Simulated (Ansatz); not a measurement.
Process, species as SMILES: [GeH3][O]CC [ethoxygermane] -> CC[O][GeH2] + H atom (the Ge-H bond breaks)

Wanted: bond dissociation energy (electronic), in kcal/mol. Set-up: no dispersion term unless named; 6-31G* and kin with 6d, 5d where marked; no spin-orbit coupling; UHF or UKS for open shells; LANL2DZ with its own core potentials from Na on; non-relativistic. Ab initio and DFT rows: single points at B3LYP-D3(BJ) geometries (Ansatz, a first-principles code).

| level | program | bond dissociation energy (electronic) (kcal/mol) |
|---|---|---|
| B3LYP/STO-3G | Ansatz | 117.7 |
| B3LYP/3-21G | Ansatz | 86.1 |
| B3LYP/LANL2DZ | Ansatz | 84.5 |
| B3LYP/6-31G | Ansatz | 83.3 |
| B3LYP/6-31G* | Ansatz | 84.9 |
| B3LYP/6-31G** | Ansatz | 85.8 |
| B3LYP/def2-SVP | Ansatz | 85.8 |
| B3LYP/6-31G* with LANL2DZ past Ar | Ansatz | 84.8 |
| B3LYP/def2-TZVPD | Ansatz | 86.0 |

No value to compare with is used here. The 8 habitual levels span 83.3 (B3LYP/6-31G) to 117.7 kcal/mol (B3LYP/STO-3G); B3LYP/def2-TZVPD gives 86.0.

The sets are all those run for this method; left out are runs that failed, that the program found above a lower state of the same kind, or whose <S^2> lies over 0.5 above the pure value.
